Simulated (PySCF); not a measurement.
C3H5ClGe, SMILES ClC=C=[CH][GeH3].

Coordinates come from a r2SCAN-D4/def2-SVP optimisation. The structure was generated by enumeration; whether it is a known compound was not checked.

Computed with PBE/def2-TZVP run with PySCF.

The total energy is -2653.85130 hartree and the highest occupied level comes out as -5.99 eV. The lowest empty level is -2.00 eV. The orbital gap comes out as 3.99 eV and the dipole moment is 1.59 D. The quadrupole, principal values (traceless, Buckingham form, about the centre of nuclear charge) comes out as -4.94, 1.30, 3.65 D·Å and the mean static polarisability is 87.1 bohr³ (12.90 Å³). The polarisability, principal values is 62.2, 65.5, 133.4 bohr³.
